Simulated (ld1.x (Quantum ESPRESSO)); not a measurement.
What one change does to a pseudopotential (nitrogen, RRKJ)

```
Element                 : nitrogen
Generator               : ld1.x (Quantum ESPRESSO) 7.5
Type                    : norm-conserving RRKJ (Kleinman–Bylander form)
Functional              : PBE
Relativity              : scalar-relativistic
Frozen core             : [He]
Valence charge          : 5
Reference configuration : 2s2 2p2.5 (charge +0.5)
Partial waves           : 2s (bound): rc 1.00 bohr; 3d channel at 0.05 Ry: rc 1.05 bohr; 2p (bound): rc 1.25 bohr
Local potential         : the p channel
Core correction         : Bessel-smoothed model core inside 0.80 bohr
```

Change: functional LDA (PZ).

Cutoffs: the cutoffs (Ry, on a coarse ladder) from which the occupation-weighted sum of valence levels, in a spherical-Bessel basis at the reference potential, stays within 10 and 1 mRy of its value at 400 Ry; they do not see the model core or the augmentation charge, which bear on the density cutoff. Errors are all-electron minus pseudo energies relative to the spin-unpolarised reference configuration.

Q: What does the change do?

A: The potential gets neither clearly harder nor softer (80 Ry and 110 Ry → 80 Ry and 110 Ry); the number of tests with a reliable result goes from 7 to 9; of the 7 tests that both files solve, the error grows in 3 and shrinks in 0 by more than 15 % and 0.3 meV (median size 0.7 → 4.4 meV); neither file shows a bound ghost.

| quantity | base | changed |
| --- | --- | --- |
| cutoff, loose | 80 Ry | 80 Ry |
| cutoff, tight | 110 Ry | 110 Ry |
| loose cutoff by channel (10 mRy a level) | s 70 Ry, p 55 Ry | s 70 Ry, p 60 Ry |
| bound ghosts | none | none |
| error for 2s2 2p3, meV [ΔE -5.09 → -5.17 eV] | -0.1 | -0.1 |
| error for 2s2 2p2, meV [ΔE 8.50 → 8.57 eV] | +0.2 | +0.4 |
| error for 2s2 2p1, meV [ΔE 37.35 → 37.53 eV] | +28 | +30 |
| error for 2s2 2p3.3, meV [ΔE -6.71 → -6.83 eV] | -0.7 | -0.7 |
| error for 2s0 2p5, meV [ΔE 17.95 → 17.29 eV] | +29 | +38 |
| error for 2s1 2p3, meV [ΔE 20.28 → 20.02 eV] | +0.3 | +4.4 |
| error for 2s1 2p4, meV [ΔE 6.41 → 6.04 eV] | +8.7 | +11 |
| s: phases at 1.35 bohr within 0.05 rad from the reference energy up to (Ry; the scan ends near 5) | to the end of the scan | to the end of the scan |
| p: phases at 1.35 bohr within 0.05 rad from the reference energy up to (Ry; the scan ends near 5) | to the end of the scan | to the end of the scan |
| d: phases at 1.35 bohr within 0.05 rad from the reference energy up to (Ry; the scan ends near 5) | to the end of the scan | to the end of the scan |
